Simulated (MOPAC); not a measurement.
Job for MOPAC: PM3 on HCl (SMILES Cl).

```
PM3 1SCF PRECISE CHARGE=0 THREADS=1
ClH

Cl     0.30878794 1    -0.48083887 1     0.00354407 1
H      0.19250176 1    -0.28751925 1     1.27725835 1
```

The log:

```
*******************************************************************************
 **                                                                           **
 **                              MOPAC v23.2.5                                **
 **                                                                           **
 *******************************************************************************
 ** MOPAC's Digital Object Identifier: https://doi.org/10.5281/zenodo.6511958 **
 **                                                                           **
 ** Please cite the open-source release paper for use of this MOPAC version:  **
 ** J. E. Moussa and J. J. P. Stewart (2026)                                  **
 ** MOPAC: An open-source semiempirical molecular orbital program             **
 ** J. Open Source Softw., 11(119), 8025, https://doi.org/10.21105/joss.08025 **
 *******************************************************************************

                              PM3 CALCULATION RESULTS

 *******************************************************************************
 *  PM3        - The PM3 Hamiltonian to be used
 *
 *
 *
 *                 CHARGE ON SYSTEM = 0
 *
 *
 *
 *  PRECISE    - TIGHTER CRITERIA TO BE USED
 *  1SCF       - DO 1 SCF AND THEN STOP
 *  THREADS=1  - MULTI-THREADING NOT USED
 *  T=         - A TIME OF 172800.0 SECONDS REQUESTED
 *  DUMP=N     - RESTART FILE WRITTEN EVERY 7200.0 SECONDS REQUESTED
 *******************************************************************************
PM3 1SCF PRECISE CHARGE=0 THREADS=1
 ClH

   ATOM   CHEMICAL          X               Y               Z
  NUMBER   SYMBOL      (ANGSTROMS)     (ANGSTROMS)     (ANGSTROMS)

     1      Cl          0.30878794  *  -0.48083887  *   0.00354407  *
     2       H          0.19250176  *  -0.28751925  *   1.27725835  *



          CARTESIAN COORDINATES

    NO.       ATOM           X           Y           Z

     1        Cl          0.3088     -0.4808      0.0035
     2         H          0.1925     -0.2875      1.2773

  H: (PM3): J. J. P. STEWART, J. COMP. CHEM. 10, 209 (1989).
 Cl: (PM3): J. J. P. STEWART, J. COMP. CHEM. 10, 209 (1989).

           Empirical Formula: H Cl  =     2 atoms



      MOLECULAR POINT GROUP   :   C*v


      RHF CALCULATION, NO. OF DOUBLY OCCUPIED LEVELS = 4


 -------------------------------------------------------------------------------
 PM3 1SCF PRECISE CHARGE=0 THREADS=1
 ClH



     1SCF WAS SPECIFIED, SO BFGS WAS NOT USED
     SCF FIELD WAS ACHIEVED


                              PM3 CALCULATION
                                                       MOPAC v23.2.5 Linux




          FINAL HEAT OF FORMATION =        -20.27469 KCAL/MOL =     -84.82931 KJ/MOL


          COSMO AREA              =         54.68 SQUARE ANGSTROMS
          COSMO VOLUME            =         37.60 CUBIC ANGSTROMS

          IONIZATION POTENTIAL    =         11.053480 EV
          HOMO LUMO ENERGIES (EV) =        -11.053  1.418
          NO. OF FILLED LEVELS    =          4
          MOLECULAR WEIGHT        =         36.4609         POINT GROUP:  C*v

          MOLECULAR DIMENSIONS (Angstroms)

            Atom       Atom       Distance
            H     2   Cl     1     1.29354
            H     2   Cl     1     0.00000
           Cl     1    H     2     0.00000


          SCF CALCULATIONS        =          1





   ATOM   CHEMICAL          X               Y               Z
  NUMBER   SYMBOL      (ANGSTROMS)     (ANGSTROMS)     (ANGSTROMS)

     1      Cl          0.30878794  *  -0.48083887  *   0.00354407  *
     2       H          0.19250176  *  -0.28751925  *   1.27725835  *

                             CARTESIAN COORDINATES

   1   Cl        0.308787940    -0.480838870     0.003544070
   2    H        0.192501760    -0.287519250     1.277258350


           Empirical Formula: H Cl  =     2 atoms



      MOLECULAR POINT GROUP   :   C*v


                  EIGENVALUES
 -55.43393 -14.85240 -11.05348 -11.05348   1.41753


              NET ATOMIC CHARGES AND DIPOLE CONTRIBUTIONS

  ATOM NO.   TYPE          CHARGE      No. of ELECS.   s-Pop       p-Pop
    1         Cl          -0.098702        7.0987     1.96874     5.12997
    2          H           0.098702        0.9013     0.90130
 DIPOLE           X         Y         Z       TOTAL
 POINT-CHG.    -0.055     0.092     0.604     0.613
 HYBRID        -0.069     0.115     0.758     0.769
 SUM           -0.124     0.207     1.361     1.383


          ATOMIC ORBITAL ELECTRON POPULATIONS

     Atom    s        px        py        pz
    1 Cl   1.96874   1.99297   1.98057   1.15643
    2  H   0.90130

 **********************
 *                    *
 * JOB ENDED NORMALLY *
 *                    *
 **********************




 == MOPAC DONE ==
```

The run finished.

Cost: about 0.03 core-seconds (a rough figure).
